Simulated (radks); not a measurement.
Q: Species: Xe XXVI. Configuration: [Ar] 3d10 4s1 (the NIST ground configuration). All-electron calculation, Dirac Kohn-Sham, PBE, spin-unpolarised, spherical densities, finite nucleus; Fermi nuclear charge, rms radius 4.7859 fm. Program: a radial shooting solver on a logarithmic mesh with Libxc functionals. Some entries of the table are withheld. Estimate them.

orbital  occ.  eigenvalue (hartree)  <r> (bohr)  <1/r> (bohr^-1)
1s1/2       2             -1292.330     0.02665            58.11
2s1/2       2             -225.7684      0.1140              (1)
2p1/2       2                   (2)     0.09599            13.60
2p3/2       4                   (3)      0.1018            12.50
3s1/2       2             -67.85545      0.3013            4.945
3p1/2       2                   (4)      0.2906              (5)
3p3/2       4                   (6)      0.3015              (7)
3d3/2       4             -52.21413      0.2706              (8)
3d5/2       6             -51.70349      0.2740              (9)
4s1/2       1             -30.97710      0.6250            2.319

A: 
(1) 2s1/2 <1/r> (bohr^-1): 13.62
(2) 2p1/2 eigenvalue (hartree): -214.0630
(3) 2p3/2 eigenvalue (hartree): -202.0793
(4) 3p1/2 eigenvalue (hartree): -63.00595
(5) 3p1/2 <1/r> (bohr^-1): 4.862
(6) 3p3/2 eigenvalue (hartree): -60.64185
(7) 3p3/2 <1/r> (bohr^-1): 4.593
(8) 3d3/2 <1/r> (bohr^-1): 4.460
(9) 3d5/2 <1/r> (bohr^-1): 4.390
